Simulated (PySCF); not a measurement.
Au₂H₈S₂Si₄, SMILES [SiH2]([S][Au])[SiH2][SiH2][SiH2][S][Au], multiplicity 1. The structure is a stationary point at PBE0-D3(BJ)/def2-SVP. The multiplicity is an assumed one; other spin states were not compared. The def2 effective core potentials stand for the cores of Au; spin–orbit coupling is left out. Other conformers were not sampled.

Computed equilibrium geometry at PBE0-D3(BJ)/def2-SVP (PySCF confirms it by a frequency run) as bond lengths and angles, and its point group (one conformer of several):
point group C2.
Atoms: Au1 S2 Si3 Si4 Si5 Si6 S7 Au8 H9 H10 H11 H12 H13 H14 H15 H16. Bond lengths (Å): Au1–S2 2.271, S2–Si3 2.149, Si3–Si4 2.347, Si3–H9 1.496, Si3–H10 1.496, Si4–Si5 2.348, Si4–H11 1.497, Si4–H12 1.497, Si5–Si6 2.347, Si5–H13 1.497, Si5–H14 1.497, Si6–S7 2.149, Si6–H15 1.496, Si6–H16 1.496, S7–Au8 2.271. Angles (°): Au1–S2–Si3 100.9, S2–Si3–Si4 104.6, S2–Si3–H9 112.9, S2–Si3–H10 112.9, Si4–Si3–H9 109.2, Si4–Si3–H10 109.2, H9–Si3–H10 107.9, Si3–Si4–Si5 109.7, Si3–Si4–H11 109.8, Si3–Si4–H12 109.8, Si5–Si4–H11 109.5, Si5–Si4–H12 109.4, H11–Si4–H12 108.6, Si4–Si5–Si6 109.7, Si4–Si5–H13 109.5, Si4–Si5–H14 109.4, Si6–Si5–H13 109.8, Si6–Si5–H14 109.8, H13–Si5–H14 108.6, Si5–Si6–S7 104.6, Si5–Si6–H15 109.2, Si5–Si6–H16 109.2, S7–Si6–H15 112.9, S7–Si6–H16 112.9, H15–Si6–H16 107.9, Si6–S7–Au8 100.9.
